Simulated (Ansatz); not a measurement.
Calculated with Ansatz (gas phase, PBE0-D4/def2-TZVP geometries, no zero-point term in ΔE). CCSD(T)/CBS is the MP2 limit (def2-TZVPP, def2-QZVPP) plus CCSD(T) − MP2 in def2-TZVPP, frozen cores. DFT in def2-TZVPP. Each species was taken in one conformer, which may not be the lowest.

`BS[SiH2][SiH2]C` + `CBS` → `BSBC` + `C[SiH2][SiH2]S`  (ligand exchange at a B–S bond)

(1) Is it downhill or uphill in electronic energy at CCSD(T)/CBS, and by how much? (Estimate.)

(2) What do these levels give: PBE-D4, HF/def2-TZVPP, CCSD(T)/def2-TZVPP, HF/def2-QZVPP, SCS-MP2/def2-QZVPP, CCSD/CBS(def2)? (Estimate.)

Largest T1 diagnostic among the species: 0.014.

Answers

(1) The calculation gave: Uphill: ΔE = +22.3 kJ/mol.

(2) The calculation gave: PBE-D4 27.3, HF/def2-TZVPP 13.5, CCSD(T)/def2-TZVPP 23.7, HF/def2-QZVPP 13.0, SCS-MP2/def2-QZVPP 20.7, CCSD/CBS(def2) 20.3 kJ/mol.

The D4 term adds +3.3 kJ/mol with B3LYP and +2.0 kJ/mol with PBE0; it sums over pairs of atoms, weighted by their polarisabilities, and B3LYP, whose exchange is more repulsive, gets the larger term. In def2-TZVPP, CCSD(T) changes the Hartree–Fock value by +10.2 kJ/mol (the triples alone add +2.0 kJ/mol) and MP2 by +9.7 kJ/mol.

B3LYP here is the variant with VWN-RPA as its local correlation; programs differ in this.
